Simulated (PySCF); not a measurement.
F₅V, SMILES [F][V]([F])([F])([F])[F] (connectivity only; charge and spin as stated), charge -1, multiplicity 2.

Geometry: ωB97X-D3(BJ)/def2-SVPD. The geometry has at least one imaginary mode, so it is a saddle point at that level. The spin state was assumed, not searched. The isomer is the one that the SMILES or the coordinates give; other isomers of the formula were not compared.

Computed with PBE/def2-SVPD (PySCF).

Gas-phase values at a fixed geometry. A positive occupied level means that this level leaves the electron formally unbound; only the finite basis holds it.

The total energy is -1442.43802 hartree, the point group is C2v and the α spin, highest occupied and lowest empty level is 0.09 and 0.35 eV. The β spin, highest occupied and lowest empty level is -3.34 and 0.87 eV. The dipole moment about the centre of nuclear charge is 0.50 D and the mean static polarisability comes out as 50.3 bohr³ (7.45 Å³). The polarisability, principal values comes out as 44.7, 51.6, 54.5 bohr³. The ⟨S²⟩ is 0.754 (pure state 0.75).
